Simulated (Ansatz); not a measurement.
Reaction (cleavage of the Si–Sn bond): `[NH2][SnH]([OH])[SiH2]F` + HCl → `F[SiH2]Cl` + `[NH2][SnH2][OH]`

Isolated molecules relaxed with PBE0-D4/def2-TZVP in Ansatz; ΔE leaves out vibrations. CCSD(T)/CBS adds triple-zeta CCSD(T) − MP2 to the extrapolated MP2 energy (def2 sets, frozen cores). This one scheme is used for every species. DFT in def2-TZVPP. B3LYP here is the variant with VWN-RPA as its local correlation; programs differ in this. def2 core potentials past Kr. For Sn outer-core shells are correlated without core-valence functions, which leaves a few kJ/mol of doubt a bond. One conformer a species, not always the lowest.

| level | ΔE (kJ/mol) |
| --- | --- |
| PBE-D4 | -70.2 |
| PBE0-D4 | -77.3 |
| B3LYP | -83.5 |
| HF/def2-TZVPP | -103.2 |

Problem. What does CCSD(T)/CBS give? (Estimate.)

Solution. Computed: -83.1 kJ/mol. The listed levels differ from it by 12.9, 5.8, -0.4, -20.1 kJ/mol.

Largest T1 diagnostic among the species: 0.013.

From PBE to PBE0 (25 % exact exchange), in def2-TZVPP and without D4, ΔE moves by −7.1 kJ/mol. In def2-TZVPP, CCSD(T) changes the Hartree–Fock value by +18.5 kJ/mol (the triples alone add +1.7 kJ/mol) and MP2 by +13.6 kJ/mol.
